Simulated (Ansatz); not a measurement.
System: BN2H4, charge 0, doublet. BN2H4 (SMILES [NH]BN, doublet).
B3LYP-D3(BJ)/def2-TZVP minimum from Ansatz (a program for electronic structure):
```
B
N 1 1.3997
H 2 1.0045 1 122.52
H 2 1.0064 3 114.25 1 179.92
N 1 1.4267 2 123.94 3 175.42
H 5 1.0179 1 118.49 2 112.81
H 1 1.2037 2 119.04 3 0.60
```
Charge 0, spin multiplicity 2.

Total energies in cc-pVDZ, 17 correlated electrons, 3 frozen orbitals. Radicals and triplets start from unrestricted determinants; spin-orbit coupling is neglected. Correlated methods leave the cores frozen. No relativity.

```csv
method,program,energy (Eh),minus CCSDT(Q) (mEh)
HF,Ansatz,-135.94603,437.29
MP2,Ansatz,-136.33385,49.47
CCSD,Ansatz,-136.37062,12.70
CCSD(T),Ansatz,-136.38153,1.79
CCSDT(Q),Ansatz,-136.38332,0.00
```

Rough core times of Ansatz's runs on a shared machine: CCSD(T) under 20 s, CCSDT(Q) 10 min.
